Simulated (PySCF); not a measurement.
Computed Raman spectrum (relative Raman activity) of a molecule H₉NSi₃. Geometry: TPSSh-D3(BJ)/def2-SVP. The values are those of a single conformer. Computed with TPSSh-D3(BJ)/def2-SVP run with PySCF. Frequencies are harmonic and unscaled.

```
ν (cm⁻¹)  relative intensity
--------  ------------------
482                      2.3
687                      3.9
690                      5.0
947                       16
979                      2.4
1035                     2.2
2246                      40
2249                      14
2258                      22
2261                     100
```

Q: Pick the molecule that these values belong to.
A) [SiH3]N[SiH2][SiH3]
B) N[SiH]([SiH3])[SiH3]
C) [SiH3]N([SiH3])[SiH3]
D) N[SiH2][SiH2][SiH3]

A: C, [SiH3]N([SiH3])[SiH3]
